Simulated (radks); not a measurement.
The numbers below are computed, except where a source is named.
Q: Excited configurations of Ta+: one electron is placed in a higher orbital outside [Xe] 4f14 5d3. The ground configuration is [Xe] 4f14 5d3 6s1. Level of theory: scalar-relativistic Kohn-Sham, PBEsol, spin-polarised, spherical densities, point nucleus; open shells are filled with parallel spins first (spin-orbit coupling, left out, can overturn this in heavy ions) (a radial shooting solver on a logarithmic mesh with Libxc functionals). Excitation = E - E(ground); binding = E(ion) - E, where the ion is the core of charge +2; n* = 2/sqrt(2 binding) in atomic units, and the quantum defect is n - n*.

| outer orbital | excitation (eV) | binding (eV) | n* | quantum defect | eigenvalue (eV) | <r> (bohr) |
|---|---|---|---|---|---|---|
| 5f | 12.081 | 3.655 | 3.859 | 1.141 | -2.595 | 8.247 |
| 6f | 13.232 | 2.504 | 4.662 | 1.338 | -1.878 | 14.02 |
| 7s | 9.255 | 6.482 | 2.898 | 4.102 | -5.183 | 6.636 |
| 7p | 10.705 | 5.032 | 3.289 | 3.711 | -3.983 | 8.126 |
| 7d | 12.500 | 3.237 | 4.101 | 2.899 | -2.512 | 11.91 |
| 7f | 13.941 | 1.795 | 5.506 | 1.494 | -1.407 | 21.14 |

Estimate the row for 6d.

A: excitation (eV) 10.412; binding (eV) 5.325; n* 3.197; quantum defect 2.803; eigenvalue (eV) -3.991; <r> (bohr) 6.545. The Delta-SCF ionisation energy is 15.737 eV (NIST Atomic Spectra Database: 16.2 eV, semi-empirical). Self-interaction in the functional shifts the binding energies and quantum defects, so they are the method's values and not measured ones. Open shells are spherical and high-spin; term and fine-structure splittings are not resolved. Spin-orbit splitting is averaged out at the scalar-relativistic level.
